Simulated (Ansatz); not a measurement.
Abridged output of a molecular run in Ansatz:

```
Functional definition: HF
1085 factors; integrals over basis functions are off by at most 1.1e-3 eV
mean field evaluation 1: about -31396.4284 eV, gradient 7.2e1 eV
mean field evaluation 2: about -31396.5268 eV, gradient 7.2e1 eV
mean field evaluation 4: about -31406.6878 eV, gradient 6.7e0 eV
mean field evaluation 8: about -31406.8409 eV, gradient 5.9e-1 eV
mean field -31406.84241402 eV, -1154.1801703929 hartree, gradient 1.7e-6 eV, S^2 0.000000; 0 other end points of the search recorded, 0 dependent functions left out
9 core orbitals not correlated: weight in the atoms' cores, before any rotation towards them, 1.000 or more for the frozen orbitals, at most 0.000 for the correlated occupied ones
reference -31406.84241402 eV, -1154.1801703929 hartree; 20, 20 occupied and 78, 78 virtual orbitals, 1085 factors
second order -28.69376394 eV of doubles, -0.00000000 eV of singles
cycle   1  -27.74118093 eV  change    9.5e-1 eV  update   2.3e-1
cycle   2  -28.71737259 eV  change   -9.8e-1 eV  update   1.4e-1
cycle   3  -28.96011858 eV  change   -2.4e-1 eV  update   4.3e-2
cycle   4  -28.97350317 eV  change   -1.3e-2 eV  update   1.3e-2
cycle   5  -28.95840928 eV  change    1.5e-2 eV  update   4.9e-3
cycle   6  -28.95708942 eV  change    1.3e-3 eV  update   2.2e-3
cycle   7  -28.95819092 eV  change   -1.1e-3 eV  update   1.1e-3
cycle   8  -28.95810949 eV  change    8.1e-5 eV  update   4.3e-4
cycle   9  -28.95812659 eV  change   -1.7e-5 eV  update   2.1e-4
cycle  10  -28.95838647 eV  change   -2.6e-4 eV  update   9.8e-5
cycle  11  -28.95821375 eV  change    1.7e-4 eV  update   5.0e-5
cycle  12  -28.95816681 eV  change    4.7e-5 eV  update   2.2e-5
perturbative correction -1.07828061 eV, -0.0396260815 hartree
Total energy: -31436.87886144 eV, -1155.2839894760 hartree
```

Its atoms:

Z-matrix (Å, degrees):
```
Ti
O 1 1.790
O 1 1.789 2 114.6
N 1 1.873 2 107.2 3 -119.8
F 1 1.777 2 109.0 3 120.2
H 2 0.957 1 135.8 3 4.2
H 3 0.957 1 134.1 2 110.9
H 4 1.010 1 124.5 2 156.4
H 4 1.010 1 124.5 2 -22.8
```

(1) Which basis set was used?
A. def2-SVP
B. def2-TZVPPD
C. cc-pV(Q+d)Z
D. def2-SVPD

(2) Write the keys of the input that set method, charge and spin (a neutral closed shell needs none for the last two).

Answers

(1) A. It gives 107 functions.

(2) 
```yaml
correlation: {method: ccsd_t}
```
